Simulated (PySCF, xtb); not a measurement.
C₆H₈N₂, SMILES Nc1ccc(N)cc1. The values are those of a single conformer.

Harmonic wavenumbers (cm⁻¹) from GFN2-xTB (xtb) at its own minimum, in rising order: 138, 305, 316, 318, 348, 382, 406, 445, 482, 616, 621, 629, 684, 777, 795, 852, 883, 887, 903, 1016, 1031, 1056, 1145, 1194, 1260, 1290, 1339, 1345, 1442, 1495, 1512, 1530, 1583, 1637, 3062, 3064, 3075, 3078, 3444, 3444, 3494, 3494.

What does PySCF 2.14.0 with PBE0-D3(BJ)/def2-SVP give at its own minimum? (An estimate is asked for; the answer gives what the named calculation found.)

149, 253, 253, 321, 360, 422, 428, 476, 518, 588, 616, 661, 738, 789, 814, 845, 876, 939, 954, 1023, 1069, 1114, 1147, 1188, 1309, 1338, 1359, 1405, 1503, 1578, 1629, 1639, 1665, 1733, 3185, 3186, 3201, 3204, 3601, 3602, 3706, 3706. Paired by order, the mean absolute difference is 62 cm⁻¹ and the zero-point energies are 81.2 and 84.5 kcal/mol.
